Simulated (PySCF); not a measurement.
## Correlation energy of Nb (niobium, neutral)

[Kr] 4d3 5s1 6s1, high-spin 6F determinant (an excited configuration). All numbers are calculated (PySCF 2.14, scalar relativity through the core potential, in aug-cc-pwCVDZ-PP with ECP28MDF). Frozen: 4s2 4p6; 5 electrons correlated.

| level | correlation energy (mhartree) |
| --- | --- |
| CCSD | -38.08 |
| (T) | -0.58 |
| CCSD(T) | -38.66 |

Diagnostics: T1 = 0.013, D1 = 0.0401, largest double amplitude 0.054.

The outer electron is Rydberg-like, and this basis confines it to a smaller radius and binds it less than a complete one would.

Cost of the coupled-cluster step: roughly 6 core-seconds, for 5 correlated electrons.

Iterations:

```
CC2 = 0
CCSD nocc = (np.int64(5), np.int64(0)), nmo = (66, 66)
frozen orbitals [[0, 1, 2, 3], [0, 1, 2, 3]]
max_cycle = 100
direct = 0
conv_tol = 1e-08
conv_tol_normt = 1e-06
diis_space = 8
diis_start_cycle = 0
Init t2, MP2 energy = -0.029927453184032
Init E_corr(UCCSD) = -0.0299274531917757
cycle = 1  E_corr(UCCSD) = -0.0357738995294777  dE = -0.00584644634  norm(t1,t2) = 0.0408584
cycle = 2  E_corr(UCCSD) = -0.0371988374860845  dE = -0.00142493796  norm(t1,t2) = 0.019391
cycle = 3  E_corr(UCCSD) = -0.0381575708265587  dE = -0.00095873334  norm(t1,t2) = 0.0106278
cycle = 4  E_corr(UCCSD) = -0.0380509870622533  dE = 0.000106583764  norm(t1,t2) = 0.00231232
cycle = 5  E_corr(UCCSD) = -0.0380756999688167  dE = -2.47129066e-05  norm(t1,t2) = 0.00152624
cycle = 6  E_corr(UCCSD) = -0.0380825083879593  dE = -6.80841914e-06  norm(t1,t2) = 0.00475515
cycle = 7  E_corr(UCCSD) = -0.0380721750615464  dE = 1.03333264e-05  norm(t1,t2) = 0.00092747
cycle = 8  E_corr(UCCSD) = -0.0380830602906718  dE = -1.08852291e-05  norm(t1,t2) = 0.000164834
cycle = 9  E_corr(UCCSD) = -0.0380798795568261  dE = 3.18073385e-06  norm(t1,t2) = 6.00613e-05
cycle = 10  E_corr(UCCSD) = -0.0380807829268386  dE = -9.03370013e-07  norm(t1,t2) = 2.33042e-05
cycle = 11  E_corr(UCCSD) = -0.03808069974713  dE = 8.31797086e-08  norm(t1,t2) = 9.72488e-06
cycle = 12  E_corr(UCCSD) = -0.0380806507381444  dE = 4.90089856e-08  norm(t1,t2) = 6.33771e-06
cycle = 13  E_corr(UCCSD) = -0.0380806651361617  dE = -1.43980173e-08  norm(t1,t2) = 3.24138e-06
cycle = 14  E_corr(UCCSD) = -0.0380806594175687  dE = 5.71859304e-09  norm(t1,t2) = 1.24606e-05
cycle = 15  E_corr(UCCSD) = -0.0380806609657078  dE = -1.54813905e-09  norm(t1,t2) = 5.29248e-06
cycle = 16  E_corr(UCCSD) = -0.0380806732771696  dE = -1.23114618e-08  norm(t1,t2) = 3.55229e-06
cycle = 17  E_corr(UCCSD) = -0.0380806762106248  dE = -2.93345525e-09  norm(t1,t2) = 1.45679e-06
cycle = 18  E_corr(UCCSD) = -0.0380806787940797  dE = -2.58345491e-09  norm(t1,t2) = 7.4825e-07
UCCSD converged
E(UCCSD) = -56.0440822328863  E_corr = -0.03808067879407971
UCCSD(T) correction = -0.000580778317520204
```
